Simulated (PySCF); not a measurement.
AlH2O2, SMILES [OH][Al+][OH], charge +1.

Coordinates come from a B3LYP-D3(BJ)/def2-TZVP optimisation. The multiplicity is an assumed one; other spin states were not compared. The isomer is the one that the SMILES or the coordinates give; other isomers of the formula were not compared. The values are those of a single conformer.

Two levels are set side by side: PBE/def2-TZVPD (PySCF) and PBE0/def2-TZVPD (PySCF). Same geometry, gas phase. Differences are taken from unrounded values.

| quantity | PBE0 | PBE | PBE minus PBE0 |
|---|---|---|---|
| orbital gap (eV) | 7.66 | 4.98 | -2.68 |
| highest occupied level (eV) | -15.97 | -14.27 | 1.70 |
| lowest empty level (eV) | -8.31 | -9.29 | -0.98 |
| mean polarisability (bohr³) | 23.4 | 25.3 | 2.0 |

PBE's occupied levels lie high since its potential decays too fast outside the molecule; exact exchange lowers them and widens the gap. PBE's more diffuse valence density responds more strongly to a field. Differences between two approximate levels are no errors against the true value.

Rough cost on one machine, each run with all the roots and properties that it gave: PBE0 against PBE within a factor of 2.
